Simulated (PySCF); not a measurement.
Cd(SH)2 (CdH2S2), SMILES [SH][Cd][SH].

Geometry optimised at PBE0-D3(BJ)/def2-TZVP. The geometry has at least one imaginary mode, so it is a saddle point at that level. The def2 effective core potentials stand for the cores of Cd; spin–orbit coupling is left out. One conformer was computed; it need not be the lowest.

These are PBE0-D3(BJ)/def2-TZVP (PySCF) values and carry that method's errors.

Frequencies are harmonic and unscaled.

Task: List the normal modes with their intensities. (An estimate is asked for; the answer gives what the named calculation found.)

Result: 
```tsv
mode	ν (cm⁻¹)	IR (km/mol)	moving atoms (share of kinetic energy)
1	134i	0.0	H 97 %
2	83	7.7	S 59 %, Cd 36 %
3	88	6.0	S 61 %, Cd 37 %
4	310	0.0	S 97 %
5	391	46.3	S 60 %, Cd 37 %
6	625	8.4	H 95 %
7	661	0.2	H 94 %
8	2705	2.4	H 97 %
9	2705	0.4	H 97 %
```
